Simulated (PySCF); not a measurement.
BrHSi, neutral, multiplicity 1.

```xyz
3

Si     0.1085     1.5811     0.0000
H     -1.4042     1.7667     0.0000
Br    -0.0033    -0.6829     0.0000
```

Geometry optimised at B3LYP-D3(BJ)/def2-TZVP.

Calculation: KT2/pcSseg-2 (PySCF). Non-relativistic, no solvent.

Computed absolute GIAO shielding of each atom: isotropic value and principal components (ppm):
```json
[
 {"atom": "Si1", "σ(iso)": "-267.5", "σ11": "-1163.9", "σ22": "35.6", "σ33": "325.7", "span": "1489.6"},
 {"atom": "H2", "σ(iso)": "19.3", "σ11": "16.1", "σ22": "20.6", "σ33": "21.1", "span": "5.1"},
 {"atom": "Br3", "σ(iso)": "1171.4", "σ11": "-511.8", "σ22": "961.0", "σ33": "3065.1", "span": "3576.9"}
]
```
